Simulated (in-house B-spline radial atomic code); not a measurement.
Orbital energies and mean radii along the 58-electron series, configuration 1s2 2s2 2p6 3s2 3p6 3d10 4s2 4p6 4d10 4f5/2(4) 5s2 5p6. The effective charge is n√(-2ε), a non-relativistic measure. Computed with an all-electron radial atomic-structure program (B-spline basis): Dirac-Hartree-Fock, jj configuration that fills j = l - 1/2 first, finite nuclei.

| ion | Z | energy of 4f5/2 (Eh) | mean radius of 4f5/2 (bohr) | energy of 5s1/2 (Eh) | mean radius of 5s1/2 (bohr) | energy of 4p1/2 (Eh) | mean radius of 4p1/2 (bohr) | effective charge of 4f5/2 |
| --- | --- | --- | --- | --- | --- | --- | --- | --- |
| Nd2+ | 60 | -0.85397 | 1.0178 | -2.3139 | 1.5001 | -10.548 | 0.6255 | 5.2275 |
| Pm3+ | 61 | -1.5623 | 0.89959 | -2.9304 | 1.4284 | -11.744 | 0.60823 | 7.0707 |
| Sm4+ | 62 | -2.3682 | 0.82148 | -3.6135 | 1.3616 | -13.054 | 0.59154 | 8.7052 |
